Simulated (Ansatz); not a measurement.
A run for Ansatz (an electronic-structure program): R-B3LYP-D3(BJ)/def2-TZVP on H3N2P (a complex).

Ansatz 0.2 input:
```yaml
crystal:
  periodic: [false, false, false]
  atoms:
    - {symbol: N, position_ang: [0.57708626, -0.18875959, -0.49824988]}
    - {symbol: N, position_ang: [-0.17236212, 0.13312296, 0.23783690]}
    - {symbol: P, position_ang: [0.00800169, 0.06975744, 3.35253109]}
    - {symbol: H, position_ang: [1.06677270, 0.65770128, 2.67658516]}
    - {symbol: H, position_ang: [-0.01121857, -1.02660338, 2.50562393]}
    - {symbol: H, position_ang: [-0.93393517, 0.75133537, 2.60635426]}
basis:
  gaussian:
    orbitals: def2-TZVP
hamiltonian:
  xc: b3lyp
  dispersion: d3bj
relax: {f_tol: 0.004, max_steps: 120}
scf: {lower_state_search: off}
```

It printed:

```
WARN ansatz: RAYON_NUM_THREADS=2 ignored (pool sized by the plan → 2); use --threads N
Functional definition: B3LYP
these checks for a lower state are left out or cut short: stability, starts, cluster_reference, orbital_swaps, neighbouring_geometries, increment
integrals: 0.03 GiB planned
724 factors; their error is unknown
mean field: 0.32 GiB planned
mean field evaluation 1: about -12317.9312 eV, gradient 2.9e1 eV
mean field evaluation 2: about -12318.7565 eV, gradient 2.2e1 eV
mean field evaluation 4: about -12319.6909 eV, gradient 3.2e0 eV
mean field evaluation 8: about -12319.7090 eV, gradient 3.4e-2 eV
mean field evaluation 16: about -12319.7241 eV, gradient 6.2e-5 eV
mean field -12319.72412198 eV, -452.7415108739 hartree, gradient 2.7e-6 eV, S^2 0.000000; 0 other end points of the search recorded, 0 dependent functions left out
the calculation of the forces begins
reference -12319.72435850 eV, -452.7415195660 hartree; 16, 16 occupied and 101, 101 virtual orbitals, 724 factors
relax step   1: F+E_penalty+E_count = -12319.88522343 eV  Δ(F+E_penalty+E_count) = +0.000e0 eV  max|allowed force component| = 1.359e0 eV/Å  Δτ_max = 0.0000 Å  (16 SCF iters, accepted)
these checks for a lower state are left out or cut short: stability, starts, cluster_reference, orbital_swaps, neighbouring_geometries, increment
integrals: 0.03 GiB planned
724 factors; their error is unknown
mean field: 0.32 GiB planned
mean field -12319.83842164 eV, -452.7457113090 hartree, gradient 7.9e-7 eV, S^2 0.000000; 0 other end points of the search recorded, 0 dependent functions left out
the calculation of the forces begins
reference -12319.83866169 eV, -452.7457201307 hartree; 16, 16 occupied and 101, 101 virtual orbitals, 724 factors
relax step   2: F+E_penalty+E_count = -12319.98899761 eV  Δ(F+E_penalty+E_count) = -1.038e-1 eV  max|allowed force component| = 1.764e0 eV/Å  Δτ_max = 0.1959 Å  (24 SCF iters, accepted)
these checks for a lower state are left out or cut short: stability, starts, cluster_reference, orbital_swaps, neighbouring_geometries, increment
integrals: 0.03 GiB planned
724 factors; their error is unknown
mean field: 0.31 GiB planned
mean field evaluation 32: about -12319.8551 eV, gradient 6.5e-5 eV
mean field -12319.85512031 eV, -452.7463249736 hartree, gradient 6.2e-7 eV, S^2 0.000000; 0 other end points of the search recorded, 0 dependent functions left out
the calculation of the forces begins
reference -12319.85536646 eV, -452.7463340197 hartree; 16, 16 occupied and 101, 101 virtual orbitals, 724 factors
relax step   3: F+E_penalty+E_count = -12319.99562717 eV  Δ(F+E_penalty+E_count) = -6.630e-3 eV  max|allowed force component| = 2.959e0 eV/Å  Δτ_max = 0.1953 Å  (24 SCF iters, accepted)
these checks for a lower state are left out or cut short: stability, starts, cluster_reference, orbital_swaps, neighbouring_geometries, increment
integrals: 0.03 GiB planned
724 factors; their error is unknown
mean field: 0.31 GiB planned
mean field -12319.83224834 eV, -452.7454844442 hartree, gradient 2.6e-6 eV, S^2 0.000000; 0 other end points of the search recorded, 0 dependent functions left out
the calculation of the forces begins
reference -12319.83249785 eV, -452.7454936136 hartree; 16, 16 occupied and 101, 101 virtual orbitals, 724 factors
relax step   4: F+E_penalty+E_count = -12319.96650516 eV  Δ(F+E_penalty+E_count) = +2.912e-2 eV  max|allowed force component| = 4.950e0 eV/Å  Δτ_max = 0.2000 Å  (22 SCF iters, rejected (line search))
these checks for a lower state are left out or cut short: stability, starts, cluster_reference, orbital_swaps, neighbouring_geometries, increment
integrals: 0.03 GiB planned
724 factors; their error is unknown
mean field: 0.31 GiB planned
mean field -12319.89279986 eV, -452.7477096716 hartree, gradient 8.3e-7 eV, S^2 0.000000; 0 other end points of the search recorded, 0 dependent functions left out
the calculation of the forces begins
reference -12319.89304897 eV, -452.7477188264 hartree; 16, 16 occupied and 101, 101 virtual orbitals, 724 factors
relax step   5: F+E_penalty+E_count = -12320.02945568 eV  Δ(F+E_penalty+E_count) = -3.383e-2 eV  max|allowed force component| = 2.143e0 eV/Å  Δτ_max = 0.0973 Å  (18 SCF iters, accepted)
these checks for a lower state are left out or cut short: stability, starts, cluster_reference, orbital_swaps, neighbouring_geometries, increment
integrals: 0.03 GiB planned
724 factors; their error is unknown
mean field: 0.31 GiB planned
mean fie
[...]
ft out
the calculation of the forces begins
reference -12319.93057146 eV, -452.7490977522 hartree; 16, 16 occupied and 101, 101 virtual orbitals, 724 factors
relax step  12: F+E_penalty+E_count = -12320.05616090 eV  Δ(F+E_penalty+E_count) = -1.158e-4 eV  max|allowed force component| = 8.310e-2 eV/Å  Δτ_max = 0.0334 Å  (19 SCF iters, accepted)
these checks for a lower state are left out or cut short: stability, starts, cluster_reference, orbital_swaps, neighbouring_geometries, increment
integrals: 0.03 GiB planned
724 factors; their error is unknown
mean field: 0.31 GiB planned
mean field -12319.93055015 eV, -452.7490969693 hartree, gradient 2.8e-6 eV, S^2 0.000000; 0 other end points of the search recorded, 0 dependent functions left out
the calculation of the forces begins
reference -12319.93080464 eV, -452.7491063216 hartree; 16, 16 occupied and 101, 101 virtual orbitals, 724 factors
relax step  13: F+E_penalty+E_count = -12320.05620300 eV  Δ(F+E_penalty+E_count) = -4.210e-5 eV  max|allowed force component| = 6.430e-2 eV/Å  Δτ_max = 0.0133 Å  (18 SCF iters, accepted)
these checks for a lower state are left out or cut short: stability, starts, cluster_reference, orbital_swaps, neighbouring_geometries, increment
integrals: 0.03 GiB planned
724 factors; their error is unknown
mean field: 0.31 GiB planned
mean field -12319.93035949 eV, -452.7490899626 hartree, gradient 2.8e-6 eV, S^2 0.000000; 0 other end points of the search recorded, 0 dependent functions left out
the calculation of the forces begins
reference -12319.93061379 eV, -452.7490993080 hartree; 16, 16 occupied and 101, 101 virtual orbitals, 724 factors
relax step  14: F+E_penalty+E_count = -12320.05623833 eV  Δ(F+E_penalty+E_count) = -3.533e-5 eV  max|allowed force component| = 4.519e-2 eV/Å  Δτ_max = 0.0117 Å  (19 SCF iters, accepted)
these checks for a lower state are left out or cut short: stability, starts, cluster_reference, orbital_swaps, neighbouring_geometries, increment
integrals: 0.03 GiB planned
724 factors; their error is unknown
mean field: 0.31 GiB planned
mean field -12319.93006188 eV, -452.7490790255 hartree, gradient 2.9e-6 eV, S^2 0.000000; 0 other end points of the search recorded, 0 dependent functions left out
the calculation of the forces begins
reference -12319.93031592 eV, -452.7490883614 hartree; 16, 16 occupied and 101, 101 virtual orbitals, 724 factors
relax step  15: F+E_penalty+E_count = -12320.05626985 eV  Δ(F+E_penalty+E_count) = -3.152e-5 eV  max|allowed force component| = 4.337e-2 eV/Å  Δτ_max = 0.0166 Å  (19 SCF iters, accepted)
these checks for a lower state are left out or cut short: stability, starts, cluster_reference, orbital_swaps, neighbouring_geometries, increment
integrals: 0.03 GiB planned
724 factors; their error is unknown
mean field: 0.31 GiB planned
mean field evaluation 128: about -12319.9301 eV, gradient 3.0e-6 eV
mean field -12319.93005449 eV, -452.7490787541 hartree, gradient 3.0e-6 eV, S^2 0.000000; 0 other end points of the search recorded, 0 dependent functions left out
the calculation of the forces begins
reference -12319.93030846 eV, -452.7490880871 hartree; 16, 16 occupied and 101, 101 virtual orbitals, 724 factors
relax step  16: F+E_penalty+E_count = -12320.05628453 eV  Δ(F+E_penalty+E_count) = -1.468e-5 eV  max|allowed force component| = 4.672e-2 eV/Å  Δτ_max = 0.0109 Å  (19 SCF iters, accepted)
these checks for a lower state are left out or cut short: stability, starts, cluster_reference, orbital_swaps, neighbouring_geometries, increment
integrals: 0.03 GiB planned
724 factors; their error is unknown
mean field: 0.31 GiB planned
mean field -12319.93016339 eV, -452.7490827561 hartree, gradient 2.9e-6 eV, S^2 0.000000; 0 other end points of the search recorded, 0 dependent functions left out
the calculation of the forces begins
reference -12319.93041737 eV, -452.7490920894 hartree; 16, 16 occupied and 101, 101 virtual orbitals, 724 factors
relax step  17: F+E_penalty+E_count = -12320.05629477 eV  Δ(F+E_penalty+E_count) = -1.024e-5 eV  max|allowed force component| = 2.672e-2 eV/Å  Δτ_max = 0.0063 Å  (19 SCF iters, accepted)
these checks for a lower state are left out or cut short: stability, starts, cluster_reference, orbital_swaps, neighbouring_geometries, increment
integrals: 0.03 GiB planned
724 factors; their error is unknown
mean field: 0.31 GiB planned
mean field -12319.93019014 eV, -452.7490837391 hartree, gradient 8.8e-7 eV, S^2 0.000000; 0 other end points of the search recorded, 0 dependent functions left out
the calculation of the forces begins
reference -12319.93044409 eV, -452.7490930717 hartree; 16, 16 occupied and 101, 101 virtual orbitals, 724 factors
relax step  18: F+E_penalty+E_count = -12320.05630144 eV  Δ(F+E_penalty+E_count) = -6.666e-6 eV  max|allowed force component| = 7.344e-3 eV/Å  Δτ_max = 0.0056 Å  (20 SCF iters, accepted)
these checks for a lower state are left out or cut short: stability, starts, cluster_reference, orbital_swaps, neighbouring_geometries, increment
integrals: 0.03 GiB planned
724 factors; their error is unknown
mean field: 0.31 GiB planned
mean field -12319.93015952 eV, -452.7490826137 hartree, gradient 9.3e-7 eV, S^2 0.000000; 0 other end points of the search recorded, 0 dependent functions left out
the calculation of the forces begins
reference -12319.93041342 eV, -452.7490919444 hartree; 16, 16 occupied and 101, 101 virtual orbitals, 724 factors
relax step  19: F+E_penalty+E_count = -12320.05630558 eV  Δ(F+E_penalty+E_count) = -4.147e-6 eV  max|allowed force component| = 8.577e-3 eV/Å  Δτ_max = 0.0067 Å  (20 SCF iters, accepted)
these checks for a lower state are left out or cut short: stability, starts, cluster_reference, orbital_swaps, neighbouring_geometries, increment
integrals: 0.03 GiB planned
724 factors; their error is unknown
mean field: 0.31 GiB planned
mean field -12319.93016223 eV, -452.7490827134 hartree, gradient 9.6e-7 eV, S^2 0.000000; 0 other end points of the search recorded, 0 dependent functions left out
the calculation of the forces begins
reference -12319.93041611 eV, -452.7490920432 hartree; 16, 16 occupied and 101, 101 virtual orbitals, 724 factors
relax step  20: F+E_penalty+E_count = -12320.05630703 eV  Δ(F+E_penalty+E_count) = -1.450e-6 eV  max|allowed force component| = 7.912e-3 eV/Å  Δτ_max = 0.0049 Å  (20 SCF iters, accepted)
these checks for a lower state are left out or cut short: stability, starts, cluster_reference, orbital_swaps, neighbouring_geometries, increment
integrals: 0.03 GiB planned
724 factors; their error is unknown
mean field: 0.31 GiB planned
mean field evaluation 160: about -12319.9302 eV, gradient 7.2e-5 eV
mean field -12319.93017417 eV, -452.7490831522 hartree, gradient 9.7e-7 eV, S^2 0.000000; 0 other end points of the search recorded, 0 dependent functions left out
the calculation of the forces begins
reference -12319.93042805 eV, -452.7490924819 hartree; 16, 16 occupied and 101, 101 virtual orbitals, 724 factors
relax step  21: F+E_penalty+E_count = -12320.05630759 eV  Δ(F+E_penalty+E_count) = -5.518e-7 eV  max|allowed force component| = 2.914e-3 eV/Å  Δτ_max = 0.0022 Å  (21 SCF iters, accepted)
Total energy: -12320.05656146 eV, -452.7537277994 hartree
Atom 0 at     0.646852    -0.211034    -0.511324 Å, force    -0.002866     0.001358     0.000008 eV/Å
Atom 1 at    -0.334863     0.263866    -0.487610 Å, force     0.002914    -0.001338    -0.000022 eV/Å
Atom 2 at     0.024803     0.107789     3.546335 Å, force     0.000049    -0.000013    -0.000079 eV/Å
Atom 3 at     1.119926     0.632613     2.813018 Å, force    -0.000202    -0.000135    -0.000032 eV/Å
Atom 4 at     0.016418    -1.110846     2.820145 Å, force    -0.000017     0.000315     0.000075 eV/Å
Atom 5 at    -0.938791     0.714165     2.700117 Å, force     0.000120    -0.000188     0.000050 eV/Å
Dipole moment:     0.005356    -0.003728    -0.126235 e Å
Checks for a lower state left out: stability, starts, cluster_reference, orbital_swaps, neighbouring_geometries, increment
```

The run converged.

Cost: roughly 26 core-seconds.
